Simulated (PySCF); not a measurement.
C₆ coefficients of unlike pairs at PBE

Calculated with PySCF 2.14 from the dipole response of each species, C₆(A,B) = (3/π) ∫ α_A(iu) α_B(iu) du, in atomic units, from isotropic polarisabilities. For ions this is the dispersion term alone; charge-induced terms of lower order in 1/R come first.

```json
{"species": "Al⁺", "configuration": "[Ne] 3s2 (1S)", "basis": "aug-cc-pV(T+d)Z with one added diffuse shell each of s, p, d, f type (7s6p5d3f)", "relativity": "none", "α (bohr³)": "24.21", "C₆ (like pair)": "122.3"}
{"species": "Ba", "configuration": "[Xe] 6s2 (1S)", "basis": "aug-cc-pVQZ-X2C (10s9p7d4f2g)", "relativity": "spin-free X2C", "α (bohr³)": "263.7", "C₆ (like pair)": "5107"}
{"species": "Ni³⁺", "configuration": "[Ar] 3d7 (4F)", "basis": "x2c-QZVPPall with one added diffuse shell each of s, p, d, f, g type (12s8p7d5f3g)", "relativity": "spin-free X2C", "α (bohr³)": "1.775", "C₆ (like pair)": "4.195"}
{"species": "B", "configuration": "[He] 2s2 2p1 (2P)", "basis": "aug-cc-pCVTZ-DK (7s6p4d2f)", "relativity": "spin-free X2C", "α (bohr³)": "23.51", "C₆ (like pair)": "115.6"}
```

Problem. Estimate C₆ for B with Ba.

Solution. The integral gives 688.5. The combination rule 2 C_A C_B / (C_A α_B/α_A + C_B α_A/α_B) gives 673.8 and the geometric mean 768.3.

No spin-orbit coupling is included.

The other pairs:

```csv
pair,C₆
"B, Al⁺",118.8
"B, Ni³⁺",15.48
"Ni³⁺, Al⁺",15.74
"Ni³⁺, Ba",74.41
"Ba, Al⁺",711.5
```
